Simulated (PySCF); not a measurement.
GeFCl2Br, SMILES [Cl][Ge]([F])([Br])[Cl].

The structure is a stationary point at PBE-D3(BJ)/def2-SVP.

These are PySCF with PBE-D3(BJ)/def2-SVP values and carry that method's errors.

Frequencies are harmonic and unscaled.

### Question
Estimate the vibrational spectrum. (Estimate from the structure and the level; the computed values follow.)

### Answer

```
mode  ν (cm⁻¹)  IR (km/mol)  moving atoms (share of kinetic energy)
----  --------  -----------  --------------------------------------
1          105          0.4               Cl 57 %, Br 24 %, Ge 11 %
2          116          0.3                Cl 62 %, F 17 %, Br 16 %
3          150          3.5                 Cl 52 %, Ge 34 %, F 8 %
4          187         11.7                F 60 %, Br 21 %, Cl 15 %
5          199         13.6                F 61 %, Cl 24 %, Ge 14 %
6          306         29.2               Br 39 %, Ge 37 %, Cl 19 %
7          420         64.7                        Cl 63 %, Ge 34 %
8          452         82.7                        Cl 58 %, Ge 42 %
9          709         62.8                         F 78 %, Ge 22 %
```
